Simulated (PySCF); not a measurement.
## How methods differ on the ionisation energy of Tm⁵⁷⁺

Tm⁵⁷⁺ [Ne] 3s2 (1S) → Tm⁵⁸⁺ [Ne] 3s1 (2S), as a difference of total energies. Calculation: PySCF 2.14, in an uncontracted even-tempered set (17 s from 15 bohr⁻², ratio 2.5; 12 p from 20 bohr⁻², ratio 2.5; 4 d from 72 bohr⁻², ratio 2.7; 4 f from 110 bohr⁻², ratio 2.7); scalar relativity by spin-free X2C-1e. Correlated levels: outer shells: 1s2 frozen; virtual orbitals above 40 to 60 times the deepest correlated orbital energy dropped. The calculations carry no spin-orbit coupling.

```json
{"method": "UHF", "ionisation energy (eV)": "5904.0"}
{"method": "LDA", "ionisation energy (eV)": "5908.9"}
{"method": "PBE", "ionisation energy (eV)": "5912.8"}
{"method": "PBE0", "ionisation energy (eV)": "5910.9"}
{"method": "PW91", "ionisation energy (eV)": "5913.6"}
{"method": "B2PLYP", "ionisation energy (eV)": "5909.2"}
{"method": "SCS-MP2 (outer shells)", "ionisation energy (eV)": "5907.8"}
```

**Question.** Estimate what r2SCAN gives.

**Answer.** 5903.5 eV, closest to UHF among the rows shown.

**Question.** Estimate what MP2 (outer shells) gives.

**Answer.** 5907.4 eV, closest to SCS-MP2 (outer shells) among the rows shown.

Breit and QED terms and the two-electron picture change are absent.

For comparison: 5901 ± 6 eV (theoretical estimate listed by NIST; NIST Atomic Spectra Database, ionization energies).
